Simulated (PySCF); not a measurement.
C3H8N (SMILES [CH2]NCC), doublet, geometry from GFN2-xTB, atoms displaced at random by about 0.03 Å a coordinate; B3LYP/STO-3G, gradient (PySCF).

Here is a job for PySCF.
```python
from pyscf import gto, scf, dft

mol = gto.M(
    atom='''
C     1.725655    0.496271    0.151714
N     0.479517    0.439366    0.388317
C    -0.357196   -0.327580   -0.510649
C    -1.760886   -0.608983    0.070132
H     2.377520   -0.385901   -0.226208
H     2.407729    1.152073    0.824914
H     0.111382    1.338705    0.674778
H    -0.431865    0.216426   -1.550087
H     0.170736   -1.274317   -0.700304
H    -1.567252   -1.095916    1.022516
H    -2.382399   -1.199491   -0.596064
H    -2.223950    0.336918    0.150974
''',
    basis='sto-3g',
    charge=0,
    spin=1,
    verbose=4,
)

mf = dft.UKS(mol)
mf.xc = 'b3lyp'
mf.kernel()
g = mf.nuc_grad_method()
g.grid_response = True
grad = g.kernel()
```

What the program printed (banner, timings and long lists left out):

```
PySCF version 2.14.0

[INPUT] verbose = 4
[INPUT] num. atoms = 12
[INPUT] num. electrons = 33
[INPUT] charge = 0
[INPUT] spin (= nelec alpha-beta = 2S) = 1
[INPUT] symmetry False subgroup None
[INPUT] Mole.unit = angstrom
[INPUT] Symbol           X                Y                Z      unit          X                Y                Z       unit  Magmom
[...]
nuclear repulsion = 127.167438123807
number of shells = 20
number of NR pGTOs = 84
number of NR cGTOs = 28
basis = sto-3g
ecp = {}

******** <class 'pyscf.dft.uks.UKS'> ********
method = UKS
initial guess = minao
damping factor = 0
level_shift factor = 0
DIIS = <class 'pyscf.scf.diis.CDIIS'>
diis_start_cycle = 1
diis_space = 8
diis_damp = 0
SCF conv_tol = 1e-09
SCF conv_tol_grad = None
SCF max_cycles = 50
direct_scf = True
direct_scf_tol = 1e-13
number electrons alpha = 17  beta = 16
XC library pyscf.dft.libxc version 7.1.2
    S. Lehtola, C. Steigemann, M. J. T. Oliveira, and M. A. L. Marques,  SoftwareX 7, 1–5 (2018)
XC functionals = b3lyp
    P. J. Stephens, F. J. Devlin, C. F. Chabalowski, and M. J. Frisch,  J. Phys. Chem. 98, 11623 (1994)
radial grids:
    Treutler-Ahlrichs [JCP 102, 346 (1995); DOI:10.1063/1.469408] (M4) radial grids

becke partition: Becke, JCP 88, 2547 (1988); DOI:10.1063/1.454033
pruning grids: <function nwchem_prune>
grids dens level: 3
symmetrized grids: False
atomic radii adjust function: <function treutler_atomic_radii_adjust>
small_rho_cutoff = 0
Set gradient conv threshold to 3.16228e-05
tot grids = 134720
init E= -172.019345679184

cycle= 1 E= -171.598103197948  delta_E= 0.421  |g|= 0.162  |ddm|= 2.98
cycle= 2 E= -171.610394172003  delta_E= -0.0123  |g|= 0.11  |ddm|= 0.402
cycle= 3 E= -171.618316379775  delta_E= -0.00792  |g|= 0.0132  |ddm|= 0.168
cycle= 4 E= -171.618424739021  delta_E= -0.000108  |g|= 0.00549  |ddm|= 0.0241
cycle= 5 E= -171.618448986854  delta_E= -2.42e-05  |g|= 0.0018  |ddm|= 0.01
cycle= 6 E= -171.618452264828  delta_E= -3.28e-06  |g|= 0.000494  |ddm|= 0.00417
cycle= 7 E= -171.618452461366  delta_E= -1.97e-07  |g|= 0.000221  |ddm|= 0.00106
cycle= 8 E= -171.618452502621  delta_E= -4.13e-08  |g|= 4.22e-05  |ddm|= 0.000445
cycle= 9 E= -171.618452504121  delta_E= -1.5e-09  |g|= 7.38e-06  |ddm|= 9.34e-05
cycle= 10 E= -171.618452504181  delta_E= -6e-11  |g|= 1.88e-06  |ddm|= 2.34e-05
Extra cycle  E= -171.618452504183  delta_E= -2.16e-12  |g|= 1.36e-06  |ddm|= 4.81e-06
converged SCF energy = -171.618452504183  <S^2> = 0.75206805  2S+1 = 2.002067

******** <class 'pyscf.grad.uks.Gradients'> for <class 'pyscf.dft.uks.UKS'> ********
unit = Eh/Bohr
grid_response = True
--------------- UKS gradients ---------------
         x                y                z
0 C    -0.2882331256    -0.0112012250     0.0303800152
1 N     0.1642358566     0.0245120484    -0.0551775065
2 C     0.0186585848    -0.0003421086     0.0706377474
3 C    -0.0280525561     0.0088473106     0.0091452678
4 H     0.0394395619    -0.0224599942    -0.0118178154
5 H     0.0338476487     0.0184407236     0.0199621213
6 H     0.0239900683    -0.0261863003    -0.0093925897
7 H     0.0015182076     0.0193504906    -0.0317426386
8 H    -0.0028274626     0.0043296922     0.0009823183
9 H     0.0137291173     0.0033916360    -0.0111793487
10 H     0.0007990226     0.0126165631     0.0050857071
11 H     0.0228950765    -0.0312988364    -0.0168832783
----------------------------------------------
```
